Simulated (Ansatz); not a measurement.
Relaxation of B₂H₈SiSn (12 atoms, charge 0, multiplicity 1), to a largest force component of 0.02 eV/Å in at most 50 steps.

The calculation used RKS r2SCAN-D4/def2-SVP (Ansatz).

```xyz
12
Properties=species:S:1:pos:R:3
B -1.002 1.596 -0.299
B -0.189 0.268 0.029
Si 0.071 -0.266 1.857
Sn 0.720 -0.943 -1.623
H -1.234 0.135 -0.479
H -1.495 2.312 0.565
H 0.856 0.799 2.585
H -1.157 -0.479 2.514
H 0.898 -1.490 1.942
H 1.750 0.024 -2.542
H -0.673 -1.516 -2.616
H 1.520 -2.316 -0.927
```

Question: Where does it end, and by what steps?

Answer: The run converged. The force dipped under the threshold on the way, but the program's further checks kept it going. After 35 steps the energy has fallen by 2.061 eV; H8 moved furthest, 1.46 Å.

| step | energy less start (eV) | largest force component (eV/Å) | accepted |
| --- | --- | --- | --- |
| 0 | 0.0000 | 3.475 | yes |
| 2 | -1.7773 | 0.970 | yes |
| 4 | -1.8187 | 0.836 | no |
| 6 | -1.8982 | 0.135 | yes |
| 8 | -1.9300 | 0.341 | yes |
| 10 | -1.9959 | 0.264 | yes |
| 12 | -2.0174 | 0.141 | yes |
| 14 | -2.0450 | 0.114 | yes |
| 16 | -2.0492 | 0.167 | no |
| 18 | -2.0557 | 0.026 | yes |
| 20 | -2.0566 | 0.033 | yes |
| 22 | -2.0572 | 0.033 | yes |
| 24 | -2.0581 | 0.035 | yes |
| 26 | -2.0589 | 0.016 | yes |
| 28 | -2.0596 | 0.031 | yes |
| 30 | -2.0600 | 0.034 | yes |
| 32 | -2.0604 | 0.052 | yes |
| 34 | -2.0609 | 0.018 | yes |
| 35 | -2.0611 | 0.010 | yes |

```xyz
12
Properties=species:S:1:pos:R:3
B -1.344 1.163 0.278
B -0.348 0.177 -0.257
Si 0.147 -0.014 1.740
Sn 0.866 -0.954 -1.734
H -1.664 -0.107 -0.153
H -2.212 1.796 0.795
H 1.584 0.393 1.775
H -0.566 0.839 2.746
H 0.005 -1.428 2.205
H 2.319 -0.096 -2.031
H 0.004 -1.132 -3.205
H 1.273 -2.515 -1.152
```

Run time: 2.8 min on 2 threads of Intel(R) Xeon(R) Platinum 8259CL CPU @ 2.50GHz (Skylake/Cascade Lake) (shared host), peak memory 0.21 GiB.
